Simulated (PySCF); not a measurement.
Job file and geometry (Å, from GFN2-xTB) of an NMR shielding run on `N[SiH](N)O[SiH3]`, H$_{8}$N$_{2}$OSi$_{2}$, GIAO PBE0/pcSseg-1 NMR shielding, non-relativistic, gas phase (PySCF); density fitting, a coarse starting grid and PySCF grid level 2 are the driver's defaults:

```
$ OMP_NUM_THREADS=1 python probes_run.py task.json out

{"job": {"kind": "nmr", "xc": "PBE0", "basis": "pcSseg-1"}, "charge": 0, "multiplicity": 1}
N     -1.218754     1.445377     0.325572
Si    -0.829393    -0.222302     0.512122
N     -1.699756    -1.011897    -0.743279
O      0.795058    -0.344641     0.451742
Si     2.273803    -0.102563    -0.138647
H     -2.193378     1.695211     0.323727
H     -0.697604     2.106769     0.877674
H     -1.146982    -0.902072     1.763780
H     -1.817711    -0.532490    -1.620837
H     -1.514818    -1.987171    -0.906270
H      2.284029    -0.404504    -1.572298
H      2.648761     1.293492     0.093330
H      3.112358    -1.032724     0.615657
```

**Question.** Write the output of this run.

**Answer.** 
```
coarse grid: 11424 points
cycle   1  E = -767.9867549049  dE =  4.583e-01  |g| = 8.951e-01  |ddm| = 3.223e+00
cycle   2  E = -767.7945050112  dE =  1.922e-01  |g| = 1.340e+00  |ddm| = 1.627e+00
cycle   3  E = -768.1308425758  dE = -3.363e-01  |g| = 1.274e-01  |ddm| = 1.123e+00
cycle   4  E = -768.1332757102  dE = -2.433e-03  |g| = 5.666e-02  |ddm| = 1.170e-01
cycle   5  E = -768.1339096006  dE = -6.339e-04  |g| = 5.949e-03  |ddm| = 4.303e-02
cycle   6  E = -768.1339159687  dE = -6.368e-06  |g| = 5.593e-04  |ddm| = 5.522e-03
final grid: 100024 points
cycle   7  E = -768.1653569083  dE = -7.153e-06  |g| = 1.048e-02  |ddm| = 1.403e-02
cycle   8  E = -768.1653295012  dE =  2.741e-05  |g| = 1.601e-02  |ddm| = 1.674e-02
cycle   9  E = -768.1653771313  dE = -4.763e-05  |g| = 8.812e-04  |ddm| = 1.043e-02
cycle  10  E = -768.1653772666  dE = -1.353e-07  |g| = 2.197e-04  |ddm| = 7.694e-04
cycle  11  E = -768.1653772753  dE = -8.719e-09  |g| = 4.232e-05  |ddm| = 1.787e-04
cycle  12  E = -768.1653772756  dE = -3.297e-10  |g| = 8.065e-06  |ddm| = 4.250e-05
converged SCF energy = -768.1653772756

GIAO shielding tensors (ppm)
atom      isotropic    diamagn.    paramagn.     s11        s22        s33       span
  0 N      245.500     318.294     -72.794    213.170    252.152    271.176     58.006
  1 Si     393.624     880.727    -487.103    369.253    385.040    426.580     57.327
  2 N      235.295     321.029     -85.734    208.805    227.488    269.591     60.786
  3 O      284.455     400.532    -116.077    252.809    287.293    313.263     60.454
  4 Si     399.366     880.177    -480.812    362.205    368.949    466.943    104.739
  5 H       31.321      30.468       0.853     24.085     27.257     42.620     18.534
  6 H       31.288      32.115      -0.827     24.217     27.633     42.014     17.798
  7 H       26.850      29.918      -3.067     23.240     24.543     32.769      9.530
  8 H       30.775      32.788      -2.013     24.545     27.057     40.723     16.178
  9 H       31.176      31.854      -0.679     24.717     26.630     42.180     17.463
 10 H       26.485      30.114      -3.628     22.948     25.129     31.379      8.431
 11 H       26.570      29.888      -3.318     22.902     25.271     31.537      8.635
 12 H       26.591      29.039      -2.448     22.984     24.847     31.941      8.956
```

**Question.** Turn these shieldings into chemical shifts. Chemical shifts δ = σref − σ; 15N (267.73 ppm) vs NH3; 29Si (349.16 ppm), 1H (31.72 ppm) vs TMS; H2O for 17O (336.08 ppm), all at this level.

**Answer.** Averaging equivalent atoms: N 0/2: 27.3; Si 1: -44.5; Si 4: -50.2; O 3: 51.6; H 10/11/12: 5.17; H 7: 4.87; H 5/6/8/9: 0.58 ppm. Experimental scales use liquid or dissolved standards, which lie at an offset from isolated NH3 (liquid NH3: subtract about 20 ppm) and H2O (liquid H2O: subtract about 36 ppm).

Size and cost of the density-fitted run: 139 basis functions, 93 s wall time (48 s CPU) on 1 thread of an Intel Xeon, shared host; peak memory 0.69 GiB.
